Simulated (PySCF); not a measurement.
Input file for PySCF: R-M06-2X/def2-TZVPP on CH4S (SMILES CS), a point of a torsion scan.

```python
from pyscf import gto, dft

mol = gto.M(
    atom='''
    C    -0.50992345    0.01159126    0.01525468
    S     1.15649834    0.74194021   -0.13699205
    H    -0.61041843   -0.46490566    0.98316214
    H    -1.22416565    0.82184422   -0.08537464
    H    -0.65783781   -0.71480030   -0.77943695
    H     1.78209819   -0.13552923    0.64271999
    ''',
    basis='def2-tzvpp',
    charge=0, spin=0, verbose=4, max_memory=1800)
mf = dft.RKS(mol, xc='m062x').density_fit(auxbasis='def2-universal-jkfit')
mf.grids.level = 4
mf.conv_tol = 1e-9
mf.max_cycle = 150
mf.kernel()
mf.dip_moment()
```

### Question
Give the final energy of this run.

### Answer
-438.6832 hartree.
